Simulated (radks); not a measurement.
All-electron atom: the cadmium ion Cd9+ in [Kr] 4d3 (the NIST ground configuration). All-electron calculation, Dirac Kohn-Sham, exchange-only B88, spin-unpolarised, spherical densities, point nucleus; open shells fill j = l - 1/2 first. Program: a radial shooting solver on a logarithmic mesh with Libxc functionals.

Radial electron density D(r) = 4 pi r^2 rho(r):

```
   r/bohr * D(r) (the largest magnitude, 76.7, reaches the edge; | marks zero)
 0.001745 |  *
 0.002254 |   *
 0.002911 |     *
 0.003761 |        *
 0.004858 |            *
 0.006275 |                 *
 0.008042 |                        *
  0.01039 |                               *
  0.01342 |                                      *
  0.01733 |                                          *
  0.02239 |                                            *
  0.02892 |                                         *
  0.03736 |                                      *
  0.04826 |                                      *
  0.06234 |                                             *
  0.08053 |                                                     *
    0.104 |                                                      *
   0.1344 |                                             *
   0.1736 |                                     *
   0.2242 |                                        *
   0.2896 |                                            *
   0.3741 |                                  *
   0.4794 |                  *
   0.6193 |           *
      0.8 |           *
    1.033 |        *
    1.335 |  *
    1.724 |*
    2.228 *
    2.877 *
```

D(r) has 4 maxima, at r = 0.0215, 0.0938, 0.281, 0.756 bohr, and minima at 0.0421, 0.182, 0.645 bohr, inside which lie 2.03, 11.11, 29.28 electrons.
